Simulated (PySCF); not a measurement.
**UHF on Xe⁺ (xenon, charge +1)**

Configuration: [Kr] 4d10 5s2 5p5, 2P determinant. Computed with PySCF 2.14 in x2c-TZVPall (8s6p4d2f, 60 functions), with scalar relativity by spin-free X2C-1e.

```
Total energy                                                  : -7443.041000 hartree
One-electron energy                                           : -10176.6102 hartree
Hartree (Coulomb) energy                                      : 2919.2576 hartree
Exchange energy                                               : -185.6884 hartree
⟨S²⟩                                                          : 0.7581
⟨L²⟩                                                          : 2.033
Sum of ⟨r⟩                                                    : 35.66 bohr
Sum of ⟨r²⟩                                                   : 51.77 bohr²
Traceless quadrupole moment −½Σ⟨3z² − r²⟩ along its main axis : 2.17 e·bohr²
Langevin diamagnetic susceptibility                           : -41.0 ×10⁻⁶ cm³/mol
Time after the integrals                                      : 0.33 s of wall time on 1 thread of Neoverse-V1 (shared host)
```

| shell | electrons | mean orbital energy (hartree) | spread (hartree) | rms radius, mean of both spins (bohr) |
| --- | --- | --- | --- | --- |
| 1s α | 1 | -1276.51621 | 0 | 0.0305 |
| 1s β | 1 | -1276.51326 | 0 | 0.0305 |
| 2s α | 1 | -202.71548 | 0 | 0.124 |
| 2s β | 1 | -202.71435 | 0 | 0.124 |
| 2p α | 3 | -181.82427 | 0.00437 | 0.111 |
| 2p β | 3 | -181.82161 | 0.00174 | 0.111 |
| 3s α | 1 | -43.36491 | 0 | 0.326 |
| 3s β | 1 | -43.36159 | 0 | 0.326 |
| 3p α | 3 | -36.43966 | 0.01141 | 0.326 |
| 3p β | 3 | -36.43495 | 0.00013 | 0.326 |
| 3d α | 5 | -26.10766 | 0.00978 | 0.304 |
| 3d β | 5 | -26.10585 | 0.00623 | 0.304 |
| 4s α | 1 | -8.80361 | 0 | 0.762 |
| 4s β | 1 | -8.79452 | 0 | 0.762 |
| 4p α | 3 | -6.51030 | 0.02580 | 0.815 |
| 4p β | 3 | -6.49993 | 0.00015 | 0.815 |
| 4d α | 5 | -3.04208 | 0.02790 | 0.944 |
| 4d β | 5 | -3.03498 | 0.01492 | 0.944 |
| 5s α | 1 | -1.38821 | 0 | 1.98 |
| 5s β | 1 | -1.28852 | 0 | 1.98 |
| 5p α | 3 | -0.80993 | 0.06454 | 2.37 |
| 5p β | 2 | -0.76816 | 0 | 2.37 |

Densities and radii are taken from the X2C orbitals without a picture-change correction, which distorts them close to the nucleus.
